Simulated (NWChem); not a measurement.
Species: CH$_{3}$BiCl$_{2}$; SMILES [CH3][Bi]([Cl])[Cl]

```xyz
7

Bi    -0.3490     0.0002     0.2776
Cl     1.1698    -1.9032    -0.1633
Cl     1.1668     1.9056    -0.1660
C     -1.1560    -0.0064    -1.8284
H     -1.8289     0.8525    -1.9631
H     -1.6920    -0.9498    -2.0043
H     -0.2974     0.0748    -2.5075
```
Atoms are numbered in this order, from 1.

All runs use the structure optimised with PBE0/def2-SVP. Not confirmed as a minimum by frequencies. def2 effective core potentials on Bi; no spin-orbit coupling.

List the 4 lowest vertical singlet excitations from PBE0/def2-SVPD with def2 effective core potentials on Bi, TDA (NWChem).


```
state  energy (eV)  oscillator strength  leading excitation (squared amplitude)
-----  -----------  -------------------  --------------------------------------
S1            4.39                0.021                      HOMO → LUMO (0.97)
S2            4.78                0.014                    HOMO → LUMO+1 (0.95)
S3            5.30                0.012                    HOMO−1 → LUMO (0.76)
S4            5.33                0.002                    HOMO−2 → LUMO (0.94)
```
